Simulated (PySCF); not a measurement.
AgI, SMILES [Ag][I], multiplicity 1. Atoms are numbered in the order given.

```xyz
2

Ag     0.0000     0.0000    -1.3595
I      0.0000     0.0000     1.2056
```

Coordinates come from a PBE0-D3(BJ)/def2-TZVP optimisation. The multiplicity is an assumed one; other spin states were not compared. The def2 effective core potentials stand for the cores of Ag, I; spin–orbit coupling is left out.

Level of theory: PySCF with TDA-PBE0/def2-TZVPD.

Vertical excitations; the highest root listed may be one member of a degenerate set. Gas-phase values at a fixed geometry. State labels are in the subgroup C2v.

Computed excitation energies, oscillator strengths and character:
| state | symmetry | energy (eV) | λ (nm) | f | main pairs |
|---|---|---|---|---|---|
| S1 | B2 | 2.58 | 481 | 0.008 | HOMO→LUMO (degenerate set) |
| S2 | B1 | 2.58 | 481 | 0.008 | HOMO−1→LUMO (degenerate set) |
| S3 | A1 | 3.83 | 323 | 0.150 | HOMO−2→LUMO 87 % |
| S4 | A2 | 5.18 | 239 | 0.000 | HOMO−3→LUMO (degenerate set) |
| S5 | A1 | 5.18 | 239 | 0.000 | HOMO−4→LUMO (degenerate set) |
| S6 | A2 | 5.53 | 224 | 0.000 | HOMO→LUMO+1 50 %, HOMO−1→LUMO+2 50 % |
| S7 | A1 | 5.54 | 224 | 0.000 | HOMO−1→LUMO+1, HOMO→LUMO+2 (degenerate set) |
| S8 | A2 | 5.54 | 224 | 0.000 | HOMO−1→LUMO+2, HOMO→LUMO+1 (degenerate set) |
| S9 | B2 | 5.56 | 223 | 0.001 | HOMO−5→LUMO (degenerate set) |
| S10 | B1 | 5.56 | 223 | 0.001 | HOMO−6→LUMO (degenerate set) |
| T1 | B2 | 2.30 | 540 | 0 | HOMO→LUMO (degenerate set) |
| T2 | B1 | 2.30 | 540 | 0 | HOMO−1→LUMO (degenerate set) |
| T3 | A1 | 2.81 | 441 | 0 | HOMO−2→LUMO 98 % |
| T4 | A2 | 4.84 | 256 | 0 | HOMO−3→LUMO 98 % |
Triplets are in the Tamm–Dancoff approximation.
